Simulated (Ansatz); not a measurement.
`N#C[Si](F)(C#N)C#N` and `N#C[Si](F)(F)C#N` differ in one atom or group.

Ansatz, PBE0-D4/def2-TZVP geometries, multiplicity 1. 

```json
{"property": "HOMO–LUMO gap (B3LYP/def2-TZVPP) / eV", "`N#C[Si](F)(C#N)C#N`": "7.37"}
{"property": "size of the dipole moment (ωB97M-V/def2-TZVPP) / D", "`N#C[Si](F)(C#N)C#N`": "1.51"}
{"property": "HOMO–LUMO gap (PBE0/def2-TZVPP) / eV", "`N#C[Si](F)(C#N)C#N`": "7.84"}
{"property": "size of the dipole moment (PBE/def2-TZVPP) / D", "`N#C[Si](F)(C#N)C#N`": "1.47"}
{"property": "zero-point energy (PBE0-D4/def2-TZVP) / kJ/mol", "`N#C[Si](F)(C#N)C#N`": "76.6"}
{"property": "LUMO energy (ωB97M-V/def2-TZVPP) / eV", "`N#C[Si](F)(C#N)C#N`": "-1.23"}
```

Question: Give the same properties after the change, and the shifts. (Best estimate.)

Answer: The calculation gave: 
```
                                          property  `N#C[Si](F)(F)C#N`  shift
             HOMO–LUMO gap (B3LYP/def2-TZVPP) / eV                8.08   0.71
size of the dipole moment (ωB97M-V/def2-TZVPP) / D                1.81   0.30
              HOMO–LUMO gap (PBE0/def2-TZVPP) / eV                8.57   0.73
    size of the dipole moment (PBE/def2-TZVPP) / D                1.78   0.31
    zero-point energy (PBE0-D4/def2-TZVP) / kJ/mol                62.1  -14.5
             LUMO energy (ωB97M-V/def2-TZVPP) / eV               -0.27   0.96
```

With PBE0 the HOMO rises by 0.14 eV and the LUMO rises by 0.88 eV, so the gap widens by about 0.74 eV. PBE moves the HOMO by 0.18 eV and ωB97M-V by 0.14 eV. The zero-point energy changes by -14.5 kJ/mol with -3 modes. Dipoles are sizes alone; their direction can turn.

B3LYP here is the variant with VWN-RPA as its local correlation; programs differ in this.
